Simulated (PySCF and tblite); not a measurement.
Values are calculated unless marked as measured or tabulated.
System: F5Si (charge -1), numbered as in [F:1][Si-:2]([F:3])([F:4])([F:5])[F:6].

Motion: Berry pseudorotation at Si2 with F6 as pivot. GFN2-xTB gives an electronic barrier of 1.0 kcal/mol.

The ion is treated without a counter-ion.

PBE0/pcSseg-1 + D3(BJ) on B3LYP-D3(BJ)/def2-SVP geometries gives 3.1 kcal/mol and k(298 K) = 3.5×10¹⁰ s⁻¹.

(1) What does PBE/pcSseg-1 + D3(BJ) give on B3LYP-D3(BJ)/def2-SVP geometries?

Programs: tblite and PySCF.

Answers

(1) A barrier of 2.8 kcal/mol, 0.3 below the first DFT barrier (from unrounded values) and, with GFN2-xTB thermal terms, ΔG‡(298 K) = 3.5 kcal/mol and k = 5.5×10¹⁰ s⁻¹ (3 equivalent paths).
